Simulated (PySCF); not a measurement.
Compound: 5-hexen-2-one, C6H10O.
Numbering: `[CH2:1]=[CH:2][CH2:3][CH2:4][C:5]([CH3:6])=[O:7]` (hydrogens: H8, H9 on C1; H10 on C2; H11, H12 on C3; H13, H14 on C4; H15, H16, H17 on C6)

Cartesian coordinates in Å at the PBE0-D3(BJ)/def2-SVP level; atoms count from 1:
```xyz
17
C6H10O angstrom
C     -3.169   -0.084    0.443
C     -2.102    0.495   -0.110
C     -0.823   -0.202   -0.447
C      0.368    0.354    0.321
C      1.678   -0.319   -0.035
C      2.900    0.136    0.726
O      1.738   -1.174   -0.886
H     -3.175   -1.153    0.682
H     -4.076    0.482    0.669
H     -2.140    1.569   -0.333
H     -0.612   -0.108   -1.526
H     -0.910   -1.282   -0.252
H      0.488    1.439    0.143
H      0.213    0.265    1.411
H      2.764   -0.033    1.806
H      3.058    1.217    0.589
H      3.781   -0.415    0.374
```

Level of theory: TDDFT CAM-B3LYP/def2-SVPD, vertical, gas phase, core orbitals frozen in the response in PySCF 2.14.0, density-fitted response routines.

Ground-to-excited transition dipoles (e·a0, same axes as the geometry; the sign carries no meaning), for the states with f of 0.002 or more among the lowest 6:

```
state  E (eV)      μx      μy      μz
   S2   6.949   0.504  -0.007   0.121
   S3   7.224   0.006  -0.026   0.147
   S4   7.322  -0.309  -0.002   0.468
   S5   7.395   1.494   0.427  -0.364
   S6   7.823   0.086   0.039   0.066
```

Question: What oscillator strength does each state have?

Answer: f = (2/3) ΔE |μ|² with ΔE in hartree (27.2114 eV).

| state | \|μ\|² (au) | \|μ\| (D) | f |
| --- | --- | --- | --- |
| S2 | 0.269 | 1.32 | 0.046 |
| S3 | 0.022 | 0.38 | 0.004 |
| S4 | 0.314 | 1.43 | 0.056 |
| S5 | 2.547 | 4.06 | 0.462 |
| S6 | 0.013 | 0.29 | 0.003 |

Question: Which bond between heavy atoms lies closest to the direction of the S5 transition dipole?

Answer: C1–C2, at 16° from it; next C4–C5 at 42°.

Question: What angle do the transition dipoles of S2 and S4 make?

Answer: |cos θ| = |μa·μb| / (|μa| |μb|) = 0.34, so θ ≈ 70° (taken between 0 and 90°, since the signs are arbitrary).

Question: What peak molar absorption coefficient would the strongest computed level give as a lone Gaussian band 0.5 eV wide at half height?

Answer: ε(max) = 2.175×10⁸ f / FWHM, with the width in cm⁻¹. S5: 2.175×10⁸ × 0.4615 / 4033 ≈ 25000 L mol⁻¹ cm⁻¹.

Cost: about 1.7 min of CPU time on one thread; the machine was shared, so the figure is rough.

One conformer stands for the species.
